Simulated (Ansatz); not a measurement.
Molecule: SnI (charge 0, doublet). SMILES: [Sn][I]
Geometry: optimised at B3LYP-D3(BJ)/def2-TZVP (Ansatz, an electronic-structure program).

Property: atomisation energy (electronic, to ground-state atoms), in eV. Cores are frozen in the correlated levels unless marked. UHF or UKS for open shells. Spin-orbit coupling is left out. Frozen are the shells of the preceding noble gas and the d and f shells that filled before the atom's block. Past Kr the def2 sets carry scalar-relativistic core potentials. The coupled-cluster limit lacks core correlation, which all-electron functionals hold. CBS(X,Y): correlation extrapolated as X^-3; Hartree-Fock from the larger set. The bracket is a focal-point correction in the basis named.

| level | program | atomisation energy (eV) |
|---|---|---|
| HF/def2-TZVPPD | Ansatz | 1.87 |
| BLYP-D4/def2-TZVPD | Ansatz + dftd4 | 3.18 |
| revPBE-D3(BJ)/def2-TZVPD | Ansatz + dftd3 | 3.12 |
| B97M-V/def2-TZVPD | Ansatz | 3.13 |
| PBE0/def2-SVP | Ansatz | 3.03 |
| PBE0-D3(BJ)/def2-TZVP | Ansatz + dftd3 | 3.13 |
| BHLYP-D4/def2-TZVPD | Ansatz + dftd4 | 2.97 |
| r2SCANh/def2-TZVPD | Ansatz | 3.09 |
| CAM-B3LYP-D3(BJ)/def2-TZVPD | Ansatz + dftd3 | 2.98 |
| LC-wPBE-D3(BJ)/def2-TZVPD | Ansatz + dftd3 | 2.87 |
| LC-wPBE/def2-TZVPD | Ansatz | 2.80 |
| wB97X/def2-TZVPD | Ansatz | 3.13 |
| B2GP-PLYP-D3(BJ)/def2-TZVPD | Ansatz + dftd3 | 3.12 |
| MP2/def2-TZVPP | Ansatz | 2.85 |
| MP2/CBS(def2-TZVPP,def2-QZVPP) | Ansatz | 3.10 |
| CCSD/def2-TZVPP | Ansatz | 2.67 |
| CCSD(T)/def2-TZVPP | Ansatz | 2.78 |
| CCSDT/def2-SVP | Ansatz | 2.54 |
| RI-MP2/CBS(def2-TZVPPD,def2-QZVPPD)+[CCSD(T)-MP2]/def2-SVPD | Ansatz | 3.02 |
| CCSD(T)/CBS(def2-TZVPP,def2-QZVPP) | Ansatz | 3.05 |
| CCSD(T)/CBS(def2-TZVPPD,def2-QZVPPD) | Ansatz | 3.04 |
